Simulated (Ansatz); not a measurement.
Reaction (ligand exchange at the Si–C bond): `CC[SiH2]SC` + H₂S → `CS[SiH2]S` + `CC`

Computed with Ansatz on PBE0-D4/def2-TZVP structures; ΔE is electronic, products minus reactants. CCSD(T)/CBS is the MP2 limit (def2-TZVPP, def2-QZVPP) plus CCSD(T) − MP2 in def2-TZVPP, frozen cores. This one scheme is used for every species. Each species was taken in one conformer, which may not be the lowest.

```json
{"species": "`CC[SiH2]SC`", "MP2/def2-QZVPP energy (Eh)": "-806.91202"}
{"species": "H₂S", "MP2/def2-QZVPP energy (Eh)": "-398.92680"}
{"species": "`CS[SiH2]S`", "MP2/def2-QZVPP energy (Eh)": "-1126.20886"}
{"species": "`CC`", "MP2/def2-QZVPP energy (Eh)": "-79.65753"}
```

Work out ΔE.

ΔE = (-1126.20886) + (-79.65753) − (-806.91202) − (-398.92680) = -0.02757 Eh = -72.4 kJ/mol. CCSD(T)/CBS gives -70.0 kJ/mol.

Largest T1 diagnostic among the species: 0.011.

The D4 term adds +3.9 kJ/mol with B3LYP and +2.6 kJ/mol with PBE0; it sums over pairs of atoms, weighted by their polarisabilities, and B3LYP, whose exchange is more repulsive, gets the larger term. In def2-TZVPP, CCSD(T) changes the Hartree–Fock value by +8.7 kJ/mol (the triples alone add −0.1 kJ/mol) and MP2 by +5.0 kJ/mol.

B3LYP here is the variant with VWN-RPA as its local correlation; programs differ in this.
